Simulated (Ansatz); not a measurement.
Several settings on one geometry of BCl2(SMe) (CH3BCl2S) (that of the charge 0 singlet, PBE0-D4/def2-SVP). Ansatz on 4 threads of Arm Neoverse V2 on a shared host; times are rough.

```xyz
8

B     0.333    1.168   -0.925
Cl    1.909    0.996   -0.170
Cl    0.085    2.408   -2.139
S    -1.055    0.128   -0.517
C    -0.403   -0.998    0.747
H     0.437   -1.584    0.353
H    -1.227   -1.672    1.014
H    -0.080   -0.444    1.638
```

Totals from different functionals, basis sets or treatments of relativity can't be compared as stabilities.

The 6-31G sets use Cartesian d functions.

The spins typed aren't always the lowest for that charge.

Problem. Give the basis size and estimate the energy, ⟨S²⟩ and time of these runs.

```json
{"run": "1", "method": "UKS PBE0/6-31G*", "charge": "0", "state": "singlet", "further keys": "fitting: {mean_field: def2-universal-jkfit}; scf: {lower_state_search: off}; forces asked"}
{"run": "2", "method": "RKS B97/6-31G", "charge": "0", "state": "singlet", "further keys": "scf: {omitted_lower_state_checks: [starts]}"}
{"run": "3", "method": "UKS PBE-D4/STO-3G", "charge": "0", "state": "triplet", "further keys": "accuracy: high; scf: {omitted_lower_state_checks: [starts]}"}
```

Solution. 
| run | functions | energy (Eh) | ⟨S²⟩ | wall time |
| --- | --- | --- | --- | --- |
| 1 | 93 | -1382.8940 | 0.00 | 0.9 s |
| 2 | 63 | -1383.1375 | – | 1.6 s |
| 3 | 40 | -1367.4114 | 2.00 | 1.9 s |
